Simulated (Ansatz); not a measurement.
Relaxation of BH7N2O (11 atoms, charge 0, multiplicity 1), to a largest force component of 0.03 eV/Å in at most 50 steps.

These are results of RKS PBE0-D4/6-31G* in Ansatz 0.2.0, not measurements.

```xyz
11
Properties=species:S:1:pos:R:3
B -0.011 -0.197 -0.171
H -0.033 -0.609 0.953
N 1.224 -0.096 -0.838
H 2.092 -0.150 -0.331
H 1.326 0.335 -1.745
N -1.261 0.113 -0.791
H -2.120 -0.259 -0.416
H -1.328 0.303 -1.781
O -0.286 2.006 1.227
H -0.874 1.812 0.480
H -0.208 1.119 1.644
```

Task: Where does it end, and by what steps?

Result: It converged. After 33 steps the energy has fallen by 0.235 eV; H2 moved furthest, 1.63 Å.

```tsv
step	energy less start (eV)	largest force component (eV/Å)	accepted
0	0.0000	0.945	yes
2	-0.1173	0.603	yes
4	-0.1407	0.339	yes
6	-0.1599	0.082	yes
8	-0.1572	0.694	no
10	-0.1665	0.223	yes
12	-0.1677	0.306	no
14	-0.1709	0.132	yes
16	-0.1739	0.072	yes
18	-0.1690	0.321	no
20	-0.1765	0.211	yes
22	-0.1784	0.085	yes
24	-0.1854	0.238	yes
26	-0.2023	0.360	yes
28	-0.2248	0.395	yes
30	-0.2331	0.315	yes
32	-0.2350	0.060	yes
33	-0.2354	0.019	yes
```

```xyz
11
Properties=species:S:1:pos:R:3
B -0.022 -0.712 -0.396
H 0.046 -1.870 -0.081
N 1.153 0.043 -0.555
H 2.069 -0.344 -0.401
H 1.130 1.046 -0.680
N -1.313 -0.110 -0.555
H -2.133 -0.696 -0.562
H -1.428 0.710 -1.136
O -0.378 2.414 0.619
H -0.848 1.561 0.628
H 0.244 2.334 1.352
```

Whether the end is a true minimum wasn't checked by a vibrational analysis.

Run time: 77 s on 1 thread of Arm Neoverse V2, with other jobs on the host, peak memory 0.17 GiB.
